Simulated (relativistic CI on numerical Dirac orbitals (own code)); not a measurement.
One change at a time: Mn VI

Base calculation: Dirac-Coulomb-Breit CI, separate exchange-only KLI orbitals for each configuration, model QED (radiative potential, 1s self-energy scaled to tabulated hydrogen-like ionisation energies), valence Slater integrals scaled by 0.85, P86 correlation energy added to each configuration.

Configuration list (outside the closed core [Ne]): 3s²3p⁶3d², 3s²3p⁶3d4s, 3s²3p⁵3d³, 3s²3p⁶3d4p, 3s²3p⁶3d4d, 3s3p⁶3d³, 3s²3p⁶3d5s, 3s²3p⁶3d4f, 3s²3p⁶3d5p, 3s²3p⁶4s², 3s²3p⁶3d5d, 3s²3p⁶3d6s, 3s²3p⁶3d5f, 3s²3p⁶3d5g, 3s²3p⁶3d6p, 3s²3p⁶4s4p, 3s²3p⁶3d6d, 3s²3p⁵3d²4s, 3s²3p⁶4p², 3s²3p⁶4s4d, 3s²3p⁵3d²4p, 3s²3p⁶4p4d, 3s²3p⁵3d²4d, 3p⁶3d⁴, 3p⁵3d⁵. Double excitations out of closed p, d and f shells are left out; levels of such configurations are missing from the list, as are those of other unlisted configurations, and high levels can miss mixing partners. These lack a partner that the ground configuration has and come out too high: 3s²3p⁵3d²4s, 3s²3p⁵3d²4p, 3s²3p⁵3d²4d.

Variants: (1) Slater integrals left unscaled; (2) no correlation estimate; (3) configuration mixing switched off. Shifts of the energy above 3s²3p⁶3d² ³F2, in cm⁻¹, for the lowest level and the first level of each name with at least 55 % of one term (blank where a level changes its place among those of its configuration and J or its character, or is not in the variant):

| Level | Base | Δ(1) | Δ(2) | Δ(3) | Measured |
| --- | --- | --- | --- | --- | --- |
| 3s²3p⁶3d² ³F2 | 0 | 0 | 0 | 0 | 0 |
| 3s²3p⁶3d² ³F3 | 715 | -3 | 0 | +4 | 746 |
| 3s²3p⁶3d² ³F4 | 1599 | 0 | 0 | +12 | 1669 |
| 3s²3p⁶3d² ¹D2 | 15197 | +2331 | -1 | +810 | 15336 |
| 3s²3p⁶3d² ³P0 | 17266 | +2646 | -2 | +1323 | 17782 |
| 3s²3p⁶3d² ³P1 | 17527 | +2641 | -2 | +1322 | 18057 |
| 3s²3p⁶3d² ³P2 | 18090 | +2622 | -2 | +1300 | 18628 |
| 3s²3p⁶3d² ¹G4 | 24315 | +4014 | +2 | +179 | 25511 |
| 3s²3p⁶3d² ¹S0 | 58341 | +10017 | -13 | +1145 |  |
| 3s²3p⁶3d4s ³D1 | 253811 | +903 | -6929 | +2484 | 250097 |
| 3s²3p⁶3d4s ³D2 | 254231 | +916 | -6929 | +2487 | 250527 |
| 3s²3p⁶3d4s ³D3 | 255082 | +904 | -6929 | +2478 | 251403 |
| 3s²3p⁶3d4s ¹D2 | 258870 | +1635 | -6931 | +2797 | 255240 |
| 3s²3p⁶3d4p ¹D°2 | 324042 | +263 | -7361 | +2411 | 319821 |

At this charge configurations can still be misplaced by up to about 7 % of their energy. 38 of the 38 excited levels that our extract of the measured tables holds in this range could be paired (the sources list more); they are missed by 3506 cm⁻¹ on average and 5174 at most, and levels without a partner can miss by more. Some levels of the ground configuration have no partner and can miss by 10 % or more.

Measured levels: Corliss and Sugar, J. Phys. Chem. Ref. Data 6, 1253 (1977).

Ionisation energy from the two ground configurations alone: base 95.85 eV; Slater integrals left unscaled 96.1 eV; no correlation estimate 94.46 eV. The NIST ASD value (measured) is 95.604 eV.
